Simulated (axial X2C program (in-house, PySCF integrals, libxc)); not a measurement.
# Spin–orbit effects down a group: molecules with Na, HF

All values come from calculations with an in-house all-electron X2C program for linear molecules (integrals from PySCF), spin-free (one-electron X2C) or two-component (2c: spin–orbit coupling with atomic mean-field Coulomb and Gaunt terms, which also bring small scalar terms), in Dyall basis sets with cores contracted in-house; open shells are unrestricted.

Basis sets: Co dyall-cv3z, Ir dyall-cv3z, Na dyall-cv3z, Rh dyall-cv3z.

```
molecule  spin-free state  Re (Å)  ωe (cm⁻¹)  De (eV)  2c state  Re 2c (Å)  ωe 2c (cm⁻¹)  De 2c (eV)
    NaCo   M_S = 1, Λ = 0   3.084      104.9    -2.07     Ω = 3      2.986         114.2         n/a
    NaRh   M_S = 1, Λ = 2   3.068      114.9     0.23     Ω = 3      3.067         115.0         n/a
    NaIr   M_S = 1, Λ = 3   2.813      184.3     0.32     Ω = 3      2.808         177.5        0.17
```

(1) Work out the shifts from the spin-free to the two-component result.

Each entry is the lowest single determinant of a limited PBE0 search at one distance. De goes to single-determinant-based atoms at the same level (for ions the charge split of lowest energy) and is withheld (n/a) where an atom does not fit its ground term or J level. Main or longest-lived isotopes. One determinant is a doubtful description, or other states lie close, for NaCo, NaRh, NaIr; these need not be ground states, and all values refer to the states named. With several unpaired electrons the Ω given is that of one determinant, not necessarily of the lowest component. The lowest determinant changes configuration between the Hamiltonians for NaCo, NaIr, so two states are compared there.

Results:

(1) 

| molecule | 2c state | ΔRe (Å) | Δωe (cm⁻¹) | ΔDe (eV) |
| --- | --- | --- | --- | --- |
| NaCo | Ω = 3 | other state | other state | n/a |
| NaRh | Ω = 3 | -0.001 | 0.1 | n/a |
| NaIr | Ω = 3 | other state | other state | n/a |

Shifts of one unit in the last digit are rounding.
